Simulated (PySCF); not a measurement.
Geometries of 3 isomers of C2HBrN2S, from PySCF, PBE0-D3(BJ)/def2-SVP geometry optimisation, gas phase. One conformer each, no zero-point energy, no frequencies.

**Question.** Which is lowest in electronic energy at this level?
A.
```xyz
7
angstrom
Br     1.986   -1.101   -0.951
C      0.426   -0.441   -0.181
C      0.260    0.821    0.338
S     -1.326    0.930    0.918
N     -1.677   -0.679    0.449
N     -0.677   -1.233   -0.095
H      0.992    1.625    0.383
```
B.
```xyz
7
angstrom
Br     2.806   -0.654    0.263
C      1.062   -0.028    0.047
N      0.022   -0.881    0.252
C     -1.080   -0.222    0.044
S     -0.794    1.415   -0.396
N      0.848    1.212   -0.296
H     -2.078   -0.658    0.137
```
C.
```xyz
7
angstrom
Br     2.045   -1.109   -0.964
C      0.503   -0.513   -0.099
C     -0.116    0.752   -0.369
N     -1.185    0.961    0.356
S     -1.398   -0.357    1.317
N     -0.099   -1.230    0.810
H      0.237    1.490   -1.092
```

**Answer.** B. That is `Brc1ncsn1`, 5.1 kcal/mol below the next.

```csv
SMILES,atoms numbered as above,E (Eh),relative (kcal/mol),relative (kJ/mol),dipole (D)
Brc1ncsn1,[Br:1][c:2]1[n:3][cH:4][s:5][n:6]1,-3157.42851,0.0,0.0,2.67
Brc1cnsn1,[Br:1][c:2]1[cH:3][n:4][s:5][n:6]1,-3157.42044,5.1,21.2,0.81
Brc1csnn1,[Br:1][c:2]1[cH:3][s:4][n:5][n:6]1,-3157.39548,20.7,86.7,3.37
```

As drawn, the highest has an N–N linkage, which the lowest lacks.
